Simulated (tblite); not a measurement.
Record of a relaxation.

C5H11B2ClO.
Atom-mapped SMILES: `[CH2:1]=[CH:2][CH2:3][B:4]([Cl:5])[O:6][B:7]([CH3:8])[CH3:9]` (hydrogens: H10, H11 on C1; H12 on C2; H13, H14 on C3; H15, H16, H17 on C8; H18, H19, H20 on C9)

Computed with GFN2-xTB (tblite), gas phase: L-BFGS steps from a force-field or distance-geometry start until the largest atomic force falls under 0.01 eV/Å. 4 of its 141 geometries are shown.

Step 0: E = -746.3713 eV, largest atomic force 4.248 eV/Å
```
atom  x, y, z in Å  |  force x, y, z in eV/Å
C1      2.357    0.460    0.948   -0.360  -0.501  -0.282
C2      2.479   -0.592    0.136    0.134   0.661   0.904
C3      1.383   -1.592   -0.050   -0.527  -0.302  -0.206
B4      0.283   -1.021   -1.085   -2.334  -1.234  -0.391
Cl5     0.795   -0.590   -2.789   -0.528  -0.202   1.485
O6     -1.149   -1.138   -0.761    3.132   2.870   0.014
B7     -1.554    0.164   -0.215   -0.327  -1.470  -0.340
C8     -1.578    0.392    1.368   -0.090  -0.389  -0.194
C9     -2.131    1.278   -1.181   -0.224   0.213   0.187
H10     1.421    0.639    1.493    0.661  -0.026  -0.291
H11     3.169    1.157    1.071   -0.142   0.039   0.090
H12     3.423   -0.755   -0.369   -0.190  -0.043  -0.128
H13     0.893   -1.841    0.928    0.465   0.197  -0.840
H14     1.802   -2.520   -0.486   -0.203   0.360   0.343
H15    -1.175   -0.493    1.884   -0.229   0.527   0.024
H16    -0.980    1.280    1.634   -0.421  -0.420  -0.002
H17    -2.630    0.553    1.698    0.860  -0.030  -0.113
H18    -3.004    0.866   -1.741    0.749   0.504   0.264
H19    -1.351    1.597   -1.895   -0.589  -0.126   0.163
H20    -2.459    2.167   -0.590    0.163  -0.628  -0.687
```

Step 47: E = -747.6225 eV, largest atomic force 0.201 eV/Å
```
atom  x, y, z in Å  |  force x, y, z in eV/Å
C1      2.490    0.380    1.032   -0.008  -0.032   0.031
C2      2.602   -0.598    0.147   -0.004   0.164  -0.012
C3      1.569   -1.663   -0.107    0.120   0.097   0.055
B4      0.472   -1.135   -1.155   -0.157   0.060   0.110
Cl5     0.500   -1.649   -2.837   -0.016  -0.058   0.127
O6     -0.485   -0.325   -0.778   -0.028   0.000  -0.141
B7     -1.431    0.444   -0.234   -0.099   0.079   0.042
C8     -1.788    0.364    1.321   -0.034   0.067   0.144
C9     -2.262    1.455   -1.141   -0.073   0.099  -0.152
H10     1.638    0.465    1.693    0.066  -0.075  -0.106
H11     3.245    1.146    1.151   -0.071  -0.172  -0.065
H12     3.465   -0.639   -0.508   -0.041   0.028   0.047
H13     1.030   -1.871    0.820    0.108  -0.023   0.014
H14     2.064   -2.575   -0.440   -0.021   0.040   0.008
H15    -1.470   -0.548    1.824   -0.023   0.055  -0.099
H16    -1.281    1.198    1.818    0.008  -0.142  -0.087
H17    -2.848    0.521    1.524    0.104  -0.116  -0.091
H18    -3.092    0.884   -1.573    0.113   0.117   0.086
H19    -1.721    1.882   -1.987    0.038  -0.116   0.141
H20    -2.700    2.274   -0.574    0.020  -0.071  -0.054
```

Step 93: E = -747.9465 eV, largest atomic force 0.287 eV/Å
```
atom  x, y, z in Å  |  force x, y, z in eV/Å
C1      2.548    0.483    1.012   -0.081   0.138  -0.068
C2      2.404   -0.179   -0.120    0.079  -0.087   0.065
C3      1.746   -1.522   -0.212    0.044   0.114  -0.034
B4      0.261   -1.458   -0.814    0.146  -0.103   0.225
Cl5    -0.429   -2.923   -1.488   -0.057  -0.077  -0.174
O6     -0.499   -0.419   -0.674   -0.162   0.124  -0.004
B7     -1.403    0.439   -0.234    0.034  -0.054  -0.022
C8     -2.110    0.114    1.163   -0.135  -0.047  -0.156
C9     -1.808    1.701   -1.116   -0.042  -0.060   0.114
H10     2.172    0.088    1.941    0.052   0.008   0.055
H11     3.010    1.456    1.052    0.000  -0.040   0.022
H12     2.775    0.239   -1.046   -0.038  -0.040  -0.019
H13     1.637   -1.914    0.804    0.060  -0.083  -0.036
H14     2.381   -2.215   -0.765    0.000   0.005  -0.012
H15    -1.921   -0.911    1.487   -0.007   0.130  -0.036
H16    -1.764    0.776    1.952   -0.015   0.046   0.005
H17    -3.189    0.247    1.077    0.101   0.012   0.107
H18    -2.712    1.455   -1.670   -0.041  -0.003  -0.085
H19    -1.052    1.987   -1.841    0.022  -0.032   0.022
H20    -2.053    2.568   -0.511    0.037   0.048   0.030
```

Step 140: E = -748.0080 eV, largest atomic force 0.008 eV/Å
```
atom  x, y, z in Å  |  force x, y, z in eV/Å
C1      2.459    0.545    0.955    0.005   0.003   0.001
C2      2.299   -0.121   -0.174   -0.001   0.002   0.005
C3      1.784   -1.524   -0.272    0.002  -0.001   0.000
B4      0.252   -1.560   -0.760    0.003   0.000   0.003
Cl5    -0.311   -2.917   -1.736    0.000   0.003   0.006
O6     -0.602   -0.636   -0.450    0.001  -0.004   0.001
B7     -1.441    0.322   -0.110   -0.002  -0.003  -0.001
C8     -2.270    0.191    1.244   -0.001  -0.002  -0.004
C9     -1.608    1.587   -1.064    0.000   0.003  -0.001
H10     2.248    0.097    1.912   -0.005  -0.002   0.000
H11     2.814    1.561    0.973   -0.002  -0.002   0.000
H12     2.517    0.358   -1.120   -0.002  -0.007   0.001
H13     1.845   -1.996    0.712    0.000  -0.003  -0.007
H14     2.417   -2.103   -0.946    0.004   0.005  -0.005
H15    -2.213   -0.807    1.671   -0.004   0.002   0.003
H16    -1.885    0.886    1.988    0.001   0.002  -0.004
H17    -3.318    0.440    1.102    0.005   0.003   0.000
H18    -2.474    1.453   -1.710   -0.001  -0.001   0.001
H19    -0.746    1.730   -1.710   -0.002   0.000  -0.003
H20    -1.773    2.504   -0.507   -0.004   0.003   0.004
```

Task: Summarise the path.

Result: The energy falls by 37.74 kcal/mol from step 0 to step 140; nine tenths of that is first reached at step 78. It falls at every step. The largest force goes from 4.248 to 0.008 eV/Å. Among the bonds B4–O6 changes most, from 1.473 to 1.296 Å; the atoms move by 1.022 Å rms after alignment.

Task: Follow the three bonds and two angles with the largest change from start to end.

Result: 
| step | E above end (kcal/mol) | largest force (eV/Å) | B4–O6 (Å) | O6–B7 (Å) | B4–Cl5 (Å) | B4–O6–B7 (°) | C3–C2–H12 (°) |
| --- | --- | --- | --- | --- | --- | --- | --- |
| 0 | 37.74 | 4.248 | 1.473 | 1.469 | 1.831 | 106.3 | 118.7 |
| 6 | 17.80 | 0.348 | 1.326 | 1.361 | 1.730 | 130.1 | 116.6 |
| 12 | 14.96 | 0.258 | 1.313 | 1.346 | 1.767 | 145.3 | 114.4 |
| 18 | 13.53 | 0.274 | 1.312 | 1.347 | 1.754 | 155.8 | 115.8 |
| 24 | 11.61 | 0.337 | 1.310 | 1.351 | 1.756 | 166.5 | 116.6 |
| 30 | 10.83 | 0.133 | 1.308 | 1.343 | 1.765 | 169.7 | 115.3 |
| 37 | 10.25 | 0.127 | 1.309 | 1.339 | 1.759 | 171.8 | 116.2 |
| 43 | 9.57 | 0.201 | 1.305 | 1.337 | 1.762 | 173.3 | 114.0 |
| 49 | 8.36 | 0.249 | 1.311 | 1.336 | 1.767 | 168.6 | 116.0 |
| 55 | 7.23 | 0.157 | 1.307 | 1.333 | 1.765 | 163.6 | 115.7 |
| 61 | 6.19 | 0.219 | 1.305 | 1.330 | 1.770 | 161.4 | 115.6 |
| 67 | 5.38 | 0.183 | 1.304 | 1.328 | 1.767 | 161.6 | 115.6 |
| 73 | 4.33 | 0.326 | 1.305 | 1.330 | 1.745 | 155.2 | 114.9 |
| 79 | 3.69 | 0.155 | 1.304 | 1.327 | 1.766 | 153.7 | 115.3 |
| 85 | 3.04 | 0.294 | 1.299 | 1.323 | 1.768 | 153.3 | 114.6 |
| 91 | 1.93 | 0.237 | 1.299 | 1.321 | 1.750 | 158.8 | 115.2 |
| 97 | 0.92 | 0.281 | 1.300 | 1.319 | 1.766 | 169.2 | 116.3 |
| 103 | 0.24 | 0.114 | 1.297 | 1.320 | 1.762 | 174.7 | 115.2 |
| 110 | 0.07 | 0.039 | 1.296 | 1.318 | 1.764 | 176.7 | 115.2 |
| 116 | 0.04 | 0.043 | 1.296 | 1.318 | 1.764 | 176.9 | 115.2 |
| 122 | 0.02 | 0.020 | 1.296 | 1.318 | 1.764 | 177.0 | 115.1 |
| 128 | 0.01 | 0.016 | 1.296 | 1.318 | 1.763 | 177.4 | 115.0 |
| 134 | 0.00 | 0.010 | 1.295 | 1.318 | 1.764 | 177.8 | 115.0 |
| 140 | 0.00 | 0.008 | 1.296 | 1.318 | 1.764 | 178.1 | 115.2 |

The cost below is that of the whole relaxation. Hardware: one thread of an Arm Neoverse N1, no GPU, on a shared host. Cost: 2.0 s.
